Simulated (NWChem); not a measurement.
Species: TiH$_{2}$Cl$_{2}$; SMILES [Cl][TiH2][Cl]

```xyz
5

Ti     0.0000     0.0000    -0.5955
Cl     1.8904     0.0000     0.4795
Cl    -1.8904     0.0000     0.4795
H      0.0000    -1.3463    -1.6011
H      0.0000     1.3463    -1.6011
```
Atoms are numbered in this order, from 1.

Program: NWChem. Medium grid unless said otherwise, to which SCAN and Minnesota functionals are sensitive. The geometry was optimised at B3LYP/6-31G* (spherical d). Total energies of different functionals are on different scales.

| level | energy (Ha) | highest occupied level (eV) | orbital gap (eV) | dipole (D) |
|---|---|---|---|---|
| MPW1K/def2-TZVP | -1771.2320 | -10.57 | 7.95 | 0.45 |
| M06-2X/def2-TZVP | -1771.0923 | -10.87 | 8.65 | 0.55 |
| B97-D/def2-TZVP | -1771.4485 | -7.86 | 3.20 | 0.04 |
